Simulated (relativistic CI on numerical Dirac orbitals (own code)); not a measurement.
## Exchange splitting of the 4s photoelectron line of Mo³⁺

Problem. Mo³⁺ ([Kr] 4d3) has the spin S = 3/2. The exchange integral with a hole in 4s, calculated from Dirac-KLI orbitals and scaled by 0.8, is G^2(4s,4d) = 6.635 eV, with l = 2 the orbital momentum of the open shell. Find the splitting and the intensity ratio of the 4s line.

Working.
1. The electron left in 4s couples its spin to S, giving S + ½ = 2 and S − ½ = 1.
2. Van Vleck's theorem gives ΔE = (2S + 1) G^l/(2l + 1) = 4 × 6.635/5 = 5.31 eV, with the high-spin state at lower binding energy.
3. The intensities follow the multiplicities, (2S + 2) : 2S = (S + 1) : S = 1.67.

Check. The full multiplet calculation with spin-orbit coupling puts the centres of the two groups of its strongest lines 5.30 eV apart. Measured splittings are much smaller, often about half, when hole and open shell share n, because correlation inside the n = 4 shell lowers the low-spin state; the low-spin line also loses weight to satellites, so measured ratios exceed (S + 1)/S. The splitting still grows with S and serves to read the spin state.
